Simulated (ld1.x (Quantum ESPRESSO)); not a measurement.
**technetium (Tc), TM: configuration errors across variants**

```
Element                 : Tc
Generator               : ld1.x (Quantum ESPRESSO) 7.5
Type                    : norm-conserving Troullier–Martins (Kleinman–Bylander form)
Functional              : LDA (PZ)
Relativity              : scalar-relativistic
Frozen core             : [Kr]
Valence charge          : 7
Reference configuration : 4d5 5s2 5p0
Partial waves           : 5p (bound, empty): rc 2.95 bohr; 4d (bound): rc 2.15 bohr; 5s (bound): rc 2.95 bohr
Local potential         : the s channel
Core correction         : Bessel-smoothed model core inside 2.25 bohr
```

All-electron excitation energies from the reference (eV): (1) 4d5 5s1 5p0 8.432; (2) 4d5 5s0 5p0 23.634; (3) 4d4 5s0 5p0 52.562; (4) 4d3 5s0 5p0 94.794; (5) 4d5.5 5s1.5 5p0 -0.597; (6) 4d4 5s2 5p0 11.801; (7) 4d6 5s0 5p0 6.549; (8) 4d5 5s2 5p0 spin -3.495; (9) 4d5 5s1 5p0 spin 3.832.

Spin tests fill each open shell by Hund’s rule, majority spin first.

A true bound ghost makes a file unfit for plane-wave use even where its test errors are small: the radial tests pick states by their node count and pass the ghost by.

Errors AE − PS in meV (a dash: test not solved or not reliable):

| change | (1) | (2) | (3) | (4) | (5) | (6) | (7) | (8) | (9) | bound ghosts |
| --- | --- | --- | --- | --- | --- | --- | --- | --- | --- | --- |
| base | -5.7 | -38 | -234 | -877 | -26 | -99 | -147 | +1019 | +1113 | none |
| all radii but the core radius scaled by about 0.77 (s 2.26, p 2.26, d 1.64 bohr) | -5.4 | -35 | -228 | -908 | -26 | -99 | -153 | +995 | +1085 | p |
| all radii but the core radius scaled by about 1.05 (s 3.10, p 3.10, d 2.26 bohr) | -5.0 | -39 | -260 | -914 | -23 | -81 | -127 | +1025 | +1124 | none |
| all radii but the core radius scaled by about 1.19 (s 3.52, p 3.52, d 2.56 bohr) | -3.8 | -57 | -385 | -1087 | -9.6 | -3.5 | -50 | +1035 | +1156 | none |
| all radii but the core radius scaled by about 1.25 (s 3.70, p 3.70, d 2.70 bohr) | -4.1 | -75 | -464 | -1184 | -2.3 | +39 | -9.6 | +1035 | +1169 | none |
| all radii but the core radius scaled by about 1.40 (s 4.12, p 4.12, d 3.00 bohr) | -6.9 | -139 | -671 | -1398 | +15 | +141 | +83 | +1026 | +1190 | none |

Give the same row for: all radii but the core radius scaled by about 0.85 (s 2.52, p 2.52, d 1.84 bohr).

-6.6, -40, -217, -866, -29, -119, -170, +1002, +1091; bound ghosts: none.
